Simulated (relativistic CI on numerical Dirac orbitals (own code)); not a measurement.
## d3 in a ligand field

Computed with a parametric ligand-field model of a d^n configuration (Racah B and C, spin-orbit zeta, crystal field), exact diagonalisation.

Field parameters in Wybourne normalisation: Oh B⁴₀ = 21Dq, B⁴₄ = √(5/14) B⁴₀; Td as Oh with Dq negative (B⁴₀ = 21Dq, B⁴₄ = √(5/14) B⁴₀). The field is a parameter set, without covalency.

Problem. Lowest levels for B = 1010, C = 5020, ζ = 420 cm⁻¹, Oh, 10Dq = 30550 cm⁻¹?

Solution. Γ8 0 (S 1.50), Γ8 22648 (S 0.51), Γ8 23461 (S 0.50), Γ6 23570 (S 0.50), Γ7 30380 (S 1.50), Γ8 30477 (S 1.50), Γ6 30681 (S 1.50), Γ8 30685 (S 1.50), Γ8 34540 (S 0.51) cm⁻¹, with S from ⟨S²⟩ = S(S + 1). The ground level has 0.00 electrons in the cubic e pair.

Problem. Lowest levels for B = 480, C = 2120, ζ = 860 cm⁻¹, Oh, 10Dq = 18150 cm⁻¹?

Solution. Γ8 0 (S 1.50), Γ8 9941 (S 0.52), Γ8 10257 (S 0.51), Γ6 10544 (S 0.51), Γ8 15746 (S 0.59), Γ7 15945 (S 0.57), Γ7 17950 (S 1.47), Γ8 18213 (S 1.46), Γ8 18454 (S 1.49) cm⁻¹, with S from ⟨S²⟩ = S(S + 1). The ground level has 0.01 electrons in the cubic e pair.

Problem. Lowest levels for B = 560, C = 2010, ζ = 2300 cm⁻¹, Oh, 10Dq = 30800 cm⁻¹?

Solution. Γ8 0 (S 1.48), Γ8 9965 (S 0.54), Γ8 10705 (S 0.51), Γ6 11372 (S 0.51), Γ7 17774 (S 0.53), Γ8 18383 (S 0.55), Γ7 30409 (S 1.49), Γ8 30929 (S 1.47), Γ8 31516 (S 1.47) cm⁻¹, with S from ⟨S²⟩ = S(S + 1). The ground level has 0.02 electrons in the cubic e pair.

Problem. Lowest levels for B = 370, C = 1780, ζ = 580 cm⁻¹, Td, 10Dq = -9750 cm⁻¹?

Solution. Γ8 0 (S 0.77), Γ7 1519 (S 1.50), Γ8 1794 (S 1.37), Γ8 2136 (S 1.46), Γ6 2473 (S 1.50), Γ6 8701 (S 0.54), Γ8 8915 (S 0.61), Γ7 9015 (S 0.63), Γ8 9212 (S 0.70) cm⁻¹, with S from ⟨S²⟩ = S(S + 1). The ground level has 2.75 electrons in the cubic e pair; its S is far from a half-integer, so spin-orbit coupling mixes spin states.

Problem. Lowest levels for B = 360, C = 1260, ζ = 3500 cm⁻¹, Oh, 10Dq = 30800 cm⁻¹?

Solution. Γ8 0 (S 1.36), Γ8 6294 (S 0.70), Γ8 8080 (S 0.52), Γ6 8640 (S 0.52), Γ7 13171 (S 0.55), Γ8 16029 (S 0.61), Γ7 31083 (S 1.45), Γ8 31545 (S 1.42), Γ8 32035 (S 1.40) cm⁻¹, with S from ⟨S²⟩ = S(S + 1). The ground level has 0.05 electrons in the cubic e pair; its S is far from a half-integer, so spin-orbit coupling mixes spin states.
